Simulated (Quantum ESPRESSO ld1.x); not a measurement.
Results of a calculation; reference values are marked as such.
Q: These are the eigenvalues of the occupied orbitals of an atom or ion with whole-number occupations (hartree). Level of theory: scalar-relativistic Kohn-Sham, LDA (Slater exchange, Perdew-Wang correlation), spin-polarised, spherical densities, point nucleus (ld1.x of Quantum ESPRESSO 7.5).

| orbital | eigenvalue |
|---|---|
| 1s up | -78.4489 |
| 1s down | -78.4386 |
| 2s up | -8.42895 |
| 2s down | -8.41550 |
| 2p up | -6.64927 |
| 2p down | -6.63557 |
| 3s up | -2.19217 |

Which element is it, and in what charge state? The configuration may be excited. Open shells, if any, are filled with parallel spins first.

A: Z = 15, phosphorus, charge +4: P4+ in [Ne] 3s1. The list shows which subshells hold electrons but not how many an open one holds; the 1s level, -78.449 hartree, gives Z - s = 12.5 by -(Z - s)^2/2, which with screening and relativity narrows Z to a few neighbours, and the depths of the outer levels then fix element, charge and occupations together.
